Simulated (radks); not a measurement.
The numbers below are computed, except where a source is named.
Neutral phosphorus inside a hard spherical wall (all orbitals vanish at R), configuration held at [Ne] 3s2 3p3 and not refilled when levels cross. Level of theory: non-relativistic Kohn-Sham, PBE, spin-unpolarised, spherical densities, point nucleus (a radial shooting solver on a logarithmic mesh with Libxc functionals). Eigenvalues in eV, with the zero of energy where the potential of the charges vanishes at infinity; a dash marks a level that is unbound or too diffuse for the functional's potential to be trusted. A positive occupied level is held by the wall or, in an anion where self-interaction has pushed it up, behind a barrier. The pressure on the wall is -dE/dV.

| R (bohr) | E (hartree) | kinetic (hartree) | e(2s) | e(2p) | e(3s) | e(3p) | e(4s, empty) | e(4p, empty) | pressure (GPa) |
|---|---|---|---|---|---|---|---|---|---|
| free | -341.04698 | 340.574 | -173.06 | -124.51 | -13.895 | -5.518 | - | - | 0 |
| 10 | -341.04687 | 340.575 | -173.05 | -124.49 | -13.884 | -5.507 | 0.260 | 1.881 | 0.00335 |
| 7 | -341.04192 | 340.613 | -172.73 | -124.17 | -13.653 | -5.265 | 2.726 | 5.727 | 0.308 |
| 6 | -341.02869 | 340.695 | -172.17 | -123.61 | -13.266 | -4.835 | 5.376 | 9.314 | 1.55 |
| 4 | -340.76546 | 341.918 | -166.60 | -118.00 | -9.442 | -0.240 | 25.080 | 32.221 | 60.0 |
| 2.5 | -338.07943 | 350.389 | -144.55 | -95.596 | 12.769 | 25.478 | 113.25 | 122.07 | 1920 |
| 1.5 | -319.73213 | 393.895 | -89.830 | -38.318 | 135.50 | 148.84 | 469.04 | 451.30 | 51900 |
